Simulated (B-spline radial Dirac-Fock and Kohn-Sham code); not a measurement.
# Photoionisation of ruthenium ions at Ga Kα (9251.7 eV)

Model: the independent-particle Dirac-Slater model, thresholds from Dirac-Fock. Program: a radial B-spline solver. Cross sections in kb; a dash marks an empty subshell or a threshold above the photon energy.

```tsv
ion	configuration	total	2p1/2	2p3/2	3p1/2	3d5/2	4s
Ru²⁺	[Kr] 4d6	19.99	3.91	6.80	0.603	0.164	0.195
Ru⁵⁺	[Kr] 4d3	20.02	3.91	6.80	0.604	0.164	0.205
Ru⁶⁺	[Kr] 4d2	20.04	3.91	6.80	0.604	0.165	0.210
```

Values without a named source are computed, but for edge energies of neutral atoms, which are taken from tables.
